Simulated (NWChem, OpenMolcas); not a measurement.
# How basis sets differ on InPH4O (SMILES O[PH][InH2])

The species is InPH4O (7 atoms), meant as a singlet with charge 0. As SMILES, `O[PH][InH2]`. The shape is that of a PBE0-D4/def2-TZVP optimisation. This is one conformer, not always the lowest.

| atom | x (Å) | y (Å) | z (Å) |
| --- | --- | --- | --- |
| O | -1.8445 | 0.1469 | 0.0792 |
| P | -0.6228 | -0.3700 | -0.9355 |
| In | 1.3969 | 0.3659 | 0.3459 |
| H | -2.6343 | 0.3118 | -0.4419 |
| H | -0.4837 | -1.7221 | -0.4922 |
| H | 1.2782 | 1.6232 | 1.5180 |
| H | 2.9101 | -0.3557 | -0.0735 |

Each level gives the HOMO–LUMO gap (eV). The values are calculated.

| level | kind | program | value (eV) | CPU time |
| --- | --- | --- | --- | --- |
| HF/ANO-R0 (sfX2C) | Hartree–Fock | OpenMolcas | 8.82 | 8.7 s |
| HF/STO-3G | Hartree–Fock | OpenMolcas | 11.44 | 2 s |
| HF/3-21G | Hartree–Fock | NWChem | 9.43 | 6.5 s |
| HF/def2-SVP (RICD fitting, core potential) | Hartree–Fock | OpenMolcas | 9.57 | 1.7 s |
| HF/def2-SVPD (core potential) | Hartree–Fock | OpenMolcas | 9.60 | 14 s |

All-electron rows without a relativistic Hamiltonian named are non-relativistic, while core potentials hold scalar relativity, so basis and relativity change together. The values span 8.82 to 11.44 eV. A Hartree–Fock LUMO above zero doesn't converge with the basis: it sinks as sets grow more diffuse. Orbital gaps aren't excitation energies. CPU times are rough (shared hosts, several kinds of processor and program).
